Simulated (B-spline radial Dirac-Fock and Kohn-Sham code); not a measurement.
Width and fluorescence yield of the K (1s) hole, La to W

Method: one-electron (LDA, Dirac) transition rates at Dirac-Fock energies. Computed with an atomic code on a B-spline grid. Free neutral atoms. Recommended widths: Campbell and Papp (2001); yields: xraylib tables.

```
 Z  element  Γ (eV)  recommended Γ      ω  tabulated ω
57       La    13.8           14.2  0.907        0.905
58       Ce    14.8           15.2  0.912        0.910
59       Pr    15.8           16.2  0.917        0.914
60       Nd    16.9           17.4  0.921        0.918
61       Pm    18.0           18.5  0.925        0.922
62       Sm    19.2           19.8  0.929        0.925
63       Eu    20.5           21.1  0.933        0.929
64       Gd    21.8           22.4  0.936        0.932
65       Tb    23.2           23.8  0.939        0.935
66       Dy    24.6           25.3  0.942        0.938
67       Ho    26.1           26.9  0.945        0.940
68       Er    27.7           28.5  0.947        0.943
69       Tm    29.3           30.2  0.950        0.945
70       Yb    31.1           32.0  0.952        0.947
71       Lu       ?              ?      ?            ?
72       Hf    34.8           35.9  0.956        0.951
73       Ta    36.8           37.9  0.958        0.952
74        W    38.8           40.1  0.960        0.954
```

**Question.** What does the model give for Lu?

**Answer.** Γ = 32.9 eV, ω = 0.954; the recommended width is 33.9 eV; the tabulated yield is 0.949.
